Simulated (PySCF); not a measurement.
One of the candidates below gave these computed data.

All candidates are C6H8O2.

* Rotational structure: rotational constants A, B, C: 5.112, 1.462, 1.271 GHz [GFN2-xTB]
* Triplet: lowest triplet excitation (Tamm–Dancoff): 3.87 eV [TDA CAM-B3LYP/def2-SVPD]
* Polarisability: 75.9 au [CAM-B3LYP/def2-SVPD]
* NMR, other nuclei: isotropic shieldings of nuclei other than C and H, by class: 60 (1 O), 215 (1 O) ppm [GIAO PBE0/pcSseg-1]
* 13C NMR: chemical shifts (computed TMS as zero) by class: 167.2 (1 C), 134.7 (1 C), 119.3 (1 C), 89.8 (1 C), 65.8 (1 C), 17.6 (1 C) ppm [GIAO PBE0/pcSseg-1]
* UV, strongest line: among the 8 lowest singlet transitions: S2 at 5.85 eV (212 nm, f = 0.196) [TDDFT CAM-B3LYP/def2-SVPD]

The electronic properties come from PySCF, for the isolated species, density fitting. Levels stand in brackets. One conformer (not necessarily the lowest) at the GFN2-xTB geometry, without solvent, vibrations or thermal averaging. NMR classes are plain means over equivalent atoms (diastereotopic ones count apart unless rotation or inversion swaps them), as if these changed places fast.

Question: Which candidate is it?
A. `CCOc1ccco1`
B. `O=C1CCC(=O)CC1`
C. `C=CC[C@@H]1COC1=O`
D. `COC(=O)C=C1CC1`

Answer: A. It is `CCOc1ccco1`. Numbering: `[CH3:1][CH2:2][O:3][c:4]1[cH:5][cH:6][cH:7][o:8]1`. Its formula, C6H8O2, gives 3 degrees of unsaturation: 1 ring and 2 π bonds in the structure found (Kekulé form). 6 carbons fall into 6 classes; from least to most shielded: aromatic carbon bearing oxygen [C4] (167.2 ppm), aromatic CH next to a ring oxygen [C7] (134.7 ppm), aromatic CH carbon [C6] (119.3 ppm), aromatic CH carbon [C5] (89.8 ppm), chain sp3 carbon bound to oxygen [C2] (65.8 ppm), methyl carbon [C1] (17.6 ppm). The other shieldings belong to: 60 ppm, furan-type oxygen [O8]; 215 ppm, aryl ether oxygen [O3]. The optimised geometry has point group C1 and is an asymmetric top.

The others, at the same levels:
- `C=CC[C@@H]1COC1=O` fails: its computed 13C shifts are 175.0 (1 C), 144.5 (1 C), 124.3 (1 C), 66.0 (1 C), 56.1 (1 C), 40.1 (1 C) ppm, lowest triplet excitation (Tamm–Dancoff) is 4.51 eV (against 3.87 eV) and strongest line among the 8 lowest singlet transitions is S2 at 7.48 eV (166 nm, f = 0.263) (against S2 at 5.85 eV).
- `COC(=O)C=C1CC1` fails: its computed 13C shifts are 172.8 (1 C), 155.7 (1 C), 117.4 (1 C), 53.4 (1 C), 7.6 (1 C), 4.0 (1 C) ppm, rotational constant A is 7.193 GHz (against 5.112 GHz) and smallest rotational constant is 0.915 GHz (against 1.271 GHz).
- `O=C1CCC(=O)CC1` fails: it has 2 carbon classes against 6; its computed 13C shifts are 213.4 (2 C), 39.5 (4 C) ppm, rotational constant A is 4.614 GHz (against 5.112 GHz) and smallest rotational constant is 1.220 GHz (against 1.271 GHz).

Each candidate is one conformer, not necessarily the lowest. The conformers computed, where there is a choice (atom-mapped SMILES and torsion angles):
- `[CH3:1][CH2:2][O:3][c:4]1[cH:5][cH:6][cH:7][o:8]1`: C1–C2–O3–C4 73°, C2–O3–C4–C5 -169°
- `[CH2:1]=[CH:2][CH2:3][C@@H:4]1[CH2:5][O:6][C:7]1=[O:8]`: C1–C2–C3–C4 115°, C2–C3–C4–C5 -76°
- `[CH3:1][O:2][C:3](=[O:4])[CH:5]=[C:6]1[CH2:7][CH2:8]1`: C1–O2–C3–O4 0°, O2–C3–C5–C6 180°

The conformers of `O=C1CCC(=O)CC1` aren't listed.
